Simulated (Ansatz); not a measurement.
Calculated with Ansatz (gas phase, PBE0-D4/def2-TZVP geometries, no zero-point term in ΔE). CBS: MP2 limit from def2 TZ/QZ plus the TZ coupled-cluster correction, frozen cores. Functionals use def2-TZVPP. B3LYP here is the variant with VWN-RPA as its local correlation; programs differ in this. For Ge outer-core shells are correlated without core-valence functions, which leaves a few kJ/mol of doubt a bond. Scalar relativity is left out up to krypton. One conformer a species, not always the lowest.

Reaction (formal exchange of groups at the Si–C bond): `[SiH3]/C=[CH]/[GeH3]` + `BO[SiH3]` → `[SiH3]BO[SiH3]` + `C=[CH][GeH3]`

`[SiH3]/C=[CH]/[GeH3]`:

Z-matrix (Å, degrees):
```
Si
C 1 1.863
H 1 1.487 2 108.8
H 1 1.488 2 110.7 3 120.4
H 1 1.488 2 110.7 3 -120.4
C 2 1.334 1 123.2 3 0.0
H 2 1.091 1 118.2 3 -179.9
Ge 6 1.943 2 123.6 1 -180.0
H 6 1.090 2 119.0 1 0.0
H 8 1.537 6 108.3 2 0.0
H 8 1.539 6 110.4 2 120.3
H 8 1.539 6 110.4 2 -120.2
```

`BO[SiH3]`:

```xyz
8

B     0.363    1.396    0.602
O     0.262    0.056    0.690
Si   -0.252   -1.097   -0.384
H     0.042    1.959   -0.413
H     0.776    1.994    1.555
H    -0.665   -0.459   -1.661
H    -1.396   -1.813    0.228
H     0.870   -2.036   -0.617
```

`[SiH3]BO[SiH3]`:

Cartesian coordinates in Å:
```
Si 1.875 0.672 1.159
B 0.048 0.536 0.283
O -0.301 -0.567 -0.409
Si -1.688 -0.979 -1.226
H 2.726 -0.532 0.955
H 1.713 0.891 2.626
H 2.601 1.859 0.621
H -0.749 1.441 0.371
H -1.323 -1.232 -2.639
H -2.676 0.125 -1.132
H -2.226 -2.214 -0.609
```

`C=[CH][GeH3]`:

Z-matrix (Å, degrees):
```
Ge
C 1 1.938
H 1 1.539 2 110.6
H 1 1.538 2 108.6 3 -120.2
H 1 1.539 2 110.6 3 119.5
C 2 1.327 1 123.1 3 120.1
H 2 1.088 1 118.1 3 -59.9
H 6 1.087 2 121.9 1 -180.0
H 6 1.086 2 122.0 1 0.0
```

| level | ΔE (kcal/mol) |
| --- | --- |
| LDA (SPW92) | 3.1 |
| B3LYP-D4 | 5.2 |
| revPBE | 2.7 |
| BLYP | 4.0 |
| r2SCANh | 4.8 |
| BHLYP | 5.6 |
| HF/def2-TZVPP | 6.4 |
| MP2/def2-QZVPP | 7.5 |

(1) What does CCSD(T)/CBS give? (Best estimate.)

(2) What do rigid-rotor, harmonic-oscillator terms from PBE0-D4/def2-TZVP frequencies (298.15 K, 1 bar) make of the CCSD(T)/CBS value? (An estimate is asked.)

Largest T1 diagnostic among the species: 0.014.

Results:

(1) Ansatz gave: +5.5 kcal/mol. The listed levels differ from it by -2.4, -0.3, -2.8, -1.5, -0.7, 0.1, 0.9, 2.0 kcal/mol.

(2) Computed: ΔZPE = +0.6 kcal/mol, ΔH = +6.2 kcal/mol, ΔS = 11 J/(mol·K), ΔG = +5.4 kcal/mol.

Leaving LDA and LC-ωPBE aside and taking each functional with its dispersion term where it has one, the values, not all of them listed here, spread over 2.8 kcal/mol, from PBE-D4 to BHLYP-D4. At CCSD(T), def2-SVP lies −1.0 kcal/mol from the extrapolated value and def2-TZVPP −0.3 kcal/mol.

CCSD(T)/CBS has its own doubt, a few kJ/mol and more with outer-core shells, so smaller differences from it don't rank the levels.
